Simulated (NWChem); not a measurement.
System: YCl$_{2}$ cation; SMILES [Cl][Y+][Cl]

```xyz
3

Y      0.0000     0.0000     0.6291
Cl     1.9266     0.0000    -0.7216
Cl    -1.9266     0.0000    -0.7216
```
Atoms are numbered in this order, from 1.

All runs use the structure optimised with PBE-D3(BJ)/def2-SVP. The spin multiplicity was typed, not searched, and may not be the lowest. def2 effective core potentials on Y; no spin-orbit coupling.

Symmetry labels are those of C2v in the frame above (b1 and b2, or b-type labels, depend on it).

### Question
List the 6 lowest vertical singlet excitations from PBE/def2-SVP with def2 effective core potentials on Y, TDA (NWChem).

### Answer
| state | energy (eV) | oscillator strength | symmetry | leading excitation (squared amplitude) |
|---|---|---|---|---|
| S1 | 3.70 | 0.004 | b1 | HOMO → LUMO (1.00) |
| S2 | 4.11 | 0.018 | b2 | HOMO−1 → LUMO (1.00) |
| S3 | 4.18 | 0.000 | a2 | HOMO−2 → LUMO (0.83) |
| S4 | 4.22 | 0.000 | a2 | HOMO → LUMO+1 (0.83) |
| S5 | 4.26 | 0.000 | a1 | HOMO−3 → LUMO (1.00) |
| S6 | 4.52 | 0.010 | b1 | HOMO → LUMO+2 (0.87) |
